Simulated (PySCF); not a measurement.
bromotrifluoromethane (CBrF3), SMILES C(F)(F)(F)Br. Heavy atoms are numbered as in [F:1][C:2]([F:3])([F:4])[Br:5].

Coordinates come from a B3LYP-D3(BJ)/def2-SVP optimisation.

Calculation: KT2/pcSseg-1 (PySCF).

GIAO shieldings, no solvent; atoms alike by connectivity are averaged. δ = σ(ref) − σ: ¹⁹F against CFCl3 (σ = 127.1 ppm); ¹³C against TMS (σ = 185.1 ppm), references at their B3LYP-D3(BJ)/def2-TZVP geometries, non-relativistic (without spin–orbit terms, shifts of atoms bonded to Cl or Br come out too high).

```tsv
nucleus	atoms	count	δ (ppm)
¹⁹F	F1	3	-42.5
¹³C	C2	1	144.7
```
